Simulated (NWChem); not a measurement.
System: phosphorus nitride (PN); SMILES N#P

Program: NWChem. Each level has its own optimisation; frequencies are unscaled.

| level | basis functions | r N–P (Å) | highest harmonic frequency (cm⁻¹) | zero-point energy (kcal/mol) | dipole (D) |
|---|---|---|---|---|---|
| PBE/3-21G | 22 | 1.571 | 1217 | 1.7 | 1.77 |
| PBE/pcseg-1 | 32 | 1.511 | 1322 | 1.9 | ___ |
| PBE/aug-pcseg-1 | 50 | 1.510 | 1325 | 1.9 | 2.62 |
| PBE/pcseg-2 | 64 | 1.500 | 1339 | 1.9 | 2.68 |
| PBE/def2-TZVPP | 73 | 1.500 | 1339 | 1.9 | 2.66 |

### Question
What belongs in the gaps?

### Answer

- PBE/pcseg-1, dipole (D): 2.46
